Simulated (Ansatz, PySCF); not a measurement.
Reaction (SMILES): OBO [boronic acid] -> [BH]O + [OH] (HO) (the B-O bond at the site shown breaks; other sites are not compared here)
Each molecule is optimised on its own at B3LYP-D3(BJ)/def2-TZVP (Ansatz, a quantum-chemistry and plane-wave program), one conformer each, not searched for the lowest. Frequencies are from Ansatz or PySCF.

Wanted: bond dissociation energy (enthalpy at 298 K, with B3LYP-D3(BJ) rigid-rotor harmonic-oscillator terms), in kcal/mol. Valence correlation only, unless marked. Open shells are spin-unrestricted. No spin-orbit coupling. No relativistic terms. Basis-set limits of correlation are two-point, X^-3; Hartree-Fock from the larger set.

CCSD(T)/CBS(cc-pVTZ,cc-pVQZ) (Ansatz) gives 151.6 kcal/mol.

Question: Another calculation gave 142.6 kcal/mol. Which level was it?
A) r2SCAN0/def2-TZVPD (Ansatz)
B) SVWN5/def2-TZVPD (Ansatz)
C) wB97X-V/def2-TZVPD (Ansatz)
D) LC-wPBE/def2-TZVPD (Ansatz)

Answer: A, r2SCAN0/def2-TZVPD (Ansatz). The others give 146.7 (LC-wPBE), 149.3 (wB97X-V), 170.5 (SVWN5) kcal/mol.
